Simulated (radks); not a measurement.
Values are calculated unless marked as measured or tabulated.
Species: Ce+. Configuration: [Xe] 4f1 5d2 (the NIST ground configuration). Level of theory: scalar-relativistic Kohn-Sham, BLYP, spin-polarised, spherical densities, finite nucleus; open shells are filled with parallel spins first (spin-orbit coupling, left out, can overturn this in heavy ions); Fermi nuclear charge, rms radius 4.8771 fm (a radial shooting solver on a logarithmic mesh with Libxc functionals). Some entries of the table are withheld. Estimate them.

orbital  occ.  eigenvalue (eV)  <r^2> (bohr^2)
1s down     1        -40275.48       0.0008208
1s up       1        -40275.48       0.0008208
2s up       1        -6451.846         0.01306
2s down     1        -6451.791         0.01306
2p up       3        -5779.403         0.01041
2p down     3        -5779.362         0.01041
3s up       1        -1391.965         0.08875
3s down     1        -1391.698         0.08873
3p up       3        -1178.088         0.08877
3p down     3        -1177.820         0.08874
3d up       5        -874.0143         0.07583
3d down     5        -873.7822         0.07580
4s up       1        -284.7029          0.4582
4s down     1        -283.8904          0.4581
4p up       3        -214.8745          0.5177
4p down     3        -214.0631          0.5176
4d up       5        -114.3668          0.6426
4d down     5        -113.5518          0.6423
5s up       1         -44.6634           2.606
5s down     1         -43.6715           2.595
5p up       3              (1)           3.565
5p down     3              (2)           3.557
4f up       1          -9.4044           1.670
4f down     0          -8.5128           1.660
5d up       2          -7.5005           9.487
5d down     0          -6.5263           10.26

Answer. 
(1) 5p up eigenvalue (eV): -27.4189
(2) 5p down eigenvalue (eV): -26.3509
